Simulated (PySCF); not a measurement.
# Radial density of Sc²⁺ (scandium, charge +2)

r2SCAN0, [Ar] 4p1, 2P determinant (an excited configuration). Calculation: PySCF 2.14, in aug-cc-pwCVTZ-DK with one added diffuse shell each of s, p, d, f, g type (11s10p8d5f4g, 152 functions); the spin-free X2C one-electron Hamiltonian (Gaussian nucleus).

```
r (bohr)  4πr²ρ (e/bohr)  4πr²(ρα − ρβ)
 0.00131          0.1678         0.0000
 0.00220          0.4304         0.0000
 0.00370           1.081         0.0000
 0.00622           2.617         0.0000
  0.0105           5.951         0.0001
  0.0176           12.10         0.0003
  0.0296           20.29         0.0009
  0.0498           24.88         0.0033
  0.0838           20.61         0.0116
   0.141           19.51         0.0284
   0.237           26.44         0.0264
   0.399           14.71        -0.0003
   0.671           7.029         0.0787
    1.13           7.651         0.0362
    1.90           1.435         0.0905
    3.19          0.4103         0.3906
    5.37         0.07448         0.0745
    9.03       0.0002338         0.0002
```

Densities and radii are taken from the X2C orbitals without a picture-change correction, which distorts them close to the nucleus.
